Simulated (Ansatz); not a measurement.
Basis-set extrapolation for C3H6AlFSi, SMILES `C#C[SiH2][CH](F)[AlH2]` (PBE0-D4/def2-TZVP geometry, frozen core, the Gaussian-basis code of Ansatz). Multiplicity 1, RHF reference.

```json
{"": "HF", "def2-TZVPP": "-747.408108", "def2-QZVPP": "-747.433431"}
{"": "MP2 correlation", "def2-TZVPP": "-0.921499", "def2-QZVPP": "-0.991398"}
{"": "CCSD(T) correlation", "def2-TZVPP": "-1.009131", "def2-QZVPP": "not run"}
```

Energies in hartree. Use E(X) = E(∞) + A·exp(−7.88·√X) for Hartree–Fock and E(X) = E(∞) + B·X^(−2.97) for correlation, with X = 3 and 4, and add CCSD(T) minus MP2 of the smaller set to the MP2 limit.

What is the CCSD(T) energy at the basis-set limit?

HF limit: -747.433431 + (-0.025323) × 0.13774 = -747.43692. MP2 limit: -0.991398 + (-0.069899) × 0.74074 = -1.04317. Higher-order term: -1.009131 − (-0.921499) = -0.08763. Total: -748.56772 hartree, 395.1 kJ/mol below CCSD(T)/def2-TZVPP.
